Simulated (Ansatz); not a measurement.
The cluster As4O6⁺. The state is a doublet with charge 1. Geometry r2SCAN-D4/def2-SVP; atoms count from 1.

```xyz
10

As   -0.997    1.385    1.081
As    1.771   -0.361    0.903
As   -1.078   -1.708    0.004
As    0.261    0.589   -1.711
O     0.665    0.898    1.529
O     0.597   -1.683    0.630
O    -1.711   -0.226    0.779
O     1.745    0.257   -0.868
O    -0.593    1.731   -0.718
O    -0.661   -0.882   -1.628
```

The structure comes from a short search, and lower isomers may exist.

(1) Estimate the Mulliken populations from the PBE0/def2-SVP orbitals of Ansatz.

(2) Where does the spin sit?

(3) And the Mayer bond orders between bonded heavy atoms (over 0.3)?

Results:

(1) 
```json
{"atom": "As1", "charge (e)": "1.18", "spin (α − β)": "0.02"}
{"atom": "As2", "charge (e)": "1.18", "spin (α − β)": "0.02"}
{"atom": "As3", "charge (e)": "1.18", "spin (α − β)": "0.02"}
{"atom": "As4", "charge (e)": "1.25", "spin (α − β)": "0.47"}
{"atom": "O5", "charge (e)": "-0.66", "spin (α − β)": "0.03"}
{"atom": "O6", "charge (e)": "-0.66", "spin (α − β)": "0.03"}
{"atom": "O7", "charge (e)": "-0.66", "spin (α − β)": "0.03"}
{"atom": "O8", "charge (e)": "-0.60", "spin (α − β)": "0.12"}
{"atom": "O9", "charge (e)": "-0.60", "spin (α − β)": "0.12"}
{"atom": "O10", "charge (e)": "-0.60", "spin (α − β)": "0.12"}
```
Mulliken values and Mayer orders depend strongly on the basis.

(2) Summed by element: As 0.54, O 0.46, of 1 unpaired in all. Largest on single atoms: As4 0.47, O9 0.12, O10 0.12.

(3) As1–O5 0.89 (1.79 Å); As1–O7 0.89 (1.79 Å); As1–O9 0.70 (1.88 Å); As2–O5 0.89 (1.79 Å); As2–O6 0.89 (1.79 Å); As2–O8 0.70 (1.88 Å); As3–O6 0.89 (1.79 Å); As3–O7 0.89 (1.79 Å); As3–O10 0.70 (1.88 Å); As4–O8 1.07 (1.74 Å); As4–O9 1.07 (1.74 Å); As4–O10 1.07 (1.74 Å).
